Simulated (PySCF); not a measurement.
C2H6N2OSi, SMILES CN[SiH2]N=C=O. Geometry optimised at B3LYP-D3(BJ)/def2-SVP. This is a generated structure with no PubChem entry under its InChIKey; it may be hypothetical. The values are those of a single conformer.

Computed equilibrium geometry at B3LYP-D3(BJ)/def2-SVP (PySCF confirms it by a frequency run) as Cartesian coordinates in Å (one conformer of several):
```xyz
12

C     -2.4340     0.8946    -0.1857
N     -1.7743    -0.1529     0.5758
Si    -0.4310    -1.0727     0.0274
N      1.0582    -0.1791    -0.0810
C      2.0437     0.4986    -0.1546
O      3.0114     1.1591    -0.2256
H     -3.5120     0.9382     0.0452
H     -2.0107     1.9032    -0.0142
H     -2.3440     0.6833    -1.2635
H     -1.9163    -0.0822     1.5792
H     -0.2088    -2.1710     1.0004
H     -0.7097    -1.5609    -1.3471
```
